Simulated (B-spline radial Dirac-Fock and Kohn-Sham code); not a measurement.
**What relativity does to the binding energies of Hf**

System: neutral hafnium, [Xe] 4f14 5d2 6s2.

Both columns are ΔSCF binding energies of the configuration average from a B-spline atomic structure program: non-relativistic Hartree-Fock with a point nucleus, and Dirac-Fock with a finite nucleus and the Coulomb interaction alone, averaged over the two j levels with weights 2j+1.

```csv
shell,Hartree-Fock (eV),Dirac-Fock (eV),shift (eV),shift (%)
1s,60651.0,65665.2,+5014.28,+8.27
2s,10000.2,11323.4,+1323.26,+13.23
2p,9551.6,9988.8,+437.21,+4.58
3s,2295.2,2619.8,+324.62,+14.14
3p,2088.6,2209.6,+121.00,+5.79
3d,1707.8,1692.3,-15.47,-0.91
4s,472.1,550.5,+78.39,+16.60
4p,386.0,413.3,+27.29,+7.07
4d,230.3,226.1,-4.14,-1.80
4f,29.18,21.19,-7.99,-27.38
5s,65.57,76.60,+11.03,+16.82
5p,39.05,41.02,+1.96,+5.02
5d,6.86,5.42,-1.43,-20.91
6s,5.49,6.20,+0.72,+13.04
```

Relativity binds 1s, 2s, 2p, 3s, 3p, 4s, 4p, 5s, 5p, 6s more strongly, among those listed most of all 5s in relative terms, and 3d, 4d, 4f, 5d more weakly, because the contracted s and p shells screen the nucleus better.

Values without a named source are computed, but for edge energies of neutral atoms, which are taken from tables.
